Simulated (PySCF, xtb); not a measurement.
H3IO2Si, SMILES O[SiH](O)I.

Geometry optimised at PBE0-D3(BJ)/def2-SVP. The def2 effective core potentials stand for the cores of I; spin–orbit coupling is left out. One conformer was computed; it need not be the lowest.

Computed with C-PCM-PBE0/def2-SVP (PySCF 2.14.0).

The values are the electrostatic part of the solvation free energy, E(continuum) − E(gas) at the gas-phase geometry, in a cavity of scaled van der Waals radii (PySCF's table); cavitation and dispersion terms are not included. In vacuum the orbital gap is 7.80 eV. The dipole moment in vacuum is 2.21 D.

| solvent | ε | ΔG(elec) (kcal/mol) | dipole (D) | gap (eV) |
|---|---|---|---|---|
| water | 78.36 | -7.7 | 2.79 | 8.00 |
| diethylether | 4.24 | -5.8 | 2.64 | 7.95 |
| 1-octanol | 9.86 | -7.0 | 2.73 | 7.98 |

For comparison, GFN2-xTB/ALPB(water) (xtb, at the GFN2-xTB geometry, all terms of that model) gives -8.9 kcal/mol.
